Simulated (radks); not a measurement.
Results of a calculation; reference values are marked as such.
How relativity changes the ionisation of neutral rubidium ([Kr] 5s1) to Rb+ ([Kr]). Spin-unpolarised spherical Kohn-Sham, PBE, point nucleus unless stated (finite: rms radius 4.2036 fm), a radial shooting solver on a logarithmic mesh with Libxc functionals. A level marked "c x" has the speed of light scaled by that factor.

level,E(Rb) (hartree),E(Rb+) (hartree),IE (eV),HOMO,<r> HOMO (bohr)
non-rel.,-2939.72031,-2939.57022,4.084,5s,5.331
scalar-rel.,-2981.19647,-2981.04383,4.154,5s,5.246
"scalar-rel., finite nucleus",-2981.16903,-2981.01640,4.153,5s,5.246
Dirac,-2981.45270,-2981.30006,4.153,5s1/2,5.247
"Dirac, finite nucleus",-2981.42522,-2981.27259,4.153,5s1/2,5.247
"Dirac, c x 1.25",-2966.07952,-2965.92784,4.128,5s1/2,5.278
"Dirac, c x 2",-2949.87411,-2949.72341,4.101,5s1/2,5.310
"Dirac, c x 3",-2944.21106,-2944.06070,4.091,5s1/2,5.322

NIST Atomic Spectra Database: 4.177 eV (measured). The relativistic part of the total energy of Rb is -41.7 hartree (Dirac, finite nucleus), 1.4 % of the non-relativistic value. Spin polarisation and multiplet splitting of open shells are left out at every level.

Beside tabulated values, note that relativity, absent from the non-relativistic runs, is large for the heavy elements, and spin-unpolarised runs miss the spin-polarisation part of the exchange energy of open shells.
